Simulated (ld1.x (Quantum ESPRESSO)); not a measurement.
## Before and after: TM potential for titanium

Ti, norm-conserving Troullier–Martins (Kleinman–Bylander form), made with ld1.x (Quantum ESPRESSO) 7.5 (PBE, scalar-relativistic). Core [Ne], reference 3s2 3p6 3d2 4s2 4p0. Waves: 3p (bound): rc 0.90 bohr; 3d (bound): rc 1.25 bohr; 3s (bound): rc 1.25 bohr. Local part: the s channel. Core correction: none.

Occupied shells without a wave of their own: 4s. They enter only through the test configuration that unscreens the potential.

Change: wave 3d (bound): rc 1.25 bohr becomes 3d (bound): rc 1.54 bohr.

Cutoffs: the cutoffs (Ry, on a coarse ladder) from which the occupation-weighted sum of valence levels, in a spherical-Bessel basis at the reference potential, stays within 10 and 1 mRy of its value at 400 Ry; they do not see the model core or the augmentation charge, which bear on the density cutoff. Errors are all-electron minus pseudo energies relative to the spin-unpolarised reference configuration.

What does the change do?

The potential gets softer (110 Ry and 180 Ry → 90 Ry and 180 Ry); of the 7 tests that both files solve, the error grows in 0 and shrinks in 2 by more than 15 % and 0.3 meV (median size 197.8 → 197.8 meV); neither file shows a bound ghost. A larger radius leaves more room for a smooth pseudo-wave, so fewer plane waves are needed.

```csv
quantity,base,changed
"cutoff, loose",110 Ry,90 Ry
"cutoff, tight",180 Ry,180 Ry
loose cutoff by channel (10 mRy a level),"p 35 Ry, d 100 Ry, s 50 Ry","p 35 Ry, d 70 Ry, s 50 Ry"
bound ghosts,none,none
"largest miss of a reference level, eV",0.15,0.15
"error for 3s2 3p6 3d2 4s1 4p0, meV [ΔE 7.35 eV]",-198,-198
"error for 3s2 3p6 3d2 4s0 4p0, meV [ΔE 20.92 eV]",-523,-523
"error for 3s2 3p6 3d1 4s0 4p0, meV [ΔE 47.87 eV]",-815,-806
"error for 3s2 3p6 3d2 4s0 4p1, meV [ΔE 11.12 eV]",-379,-379
"error for 3s1 3p6 3d2 4s2 4p0, meV [ΔE 69.65 eV]",+35,+11
"error for 3s2 3p5 3d2 4s2 4p0, meV [ΔE 45.56 eV]",+51,+35
"error for 3s2 3p6 3d1 4s2 4p1, meV [ΔE 4.67 eV]",+74,+81
```

Base: The 4s level has no wave, so the channel is fitted at the deeper level alone: the likely source of the large errors. Changed file: The 4s level has no wave, so the channel is fitted at the deeper level alone: the likely source of the large errors.
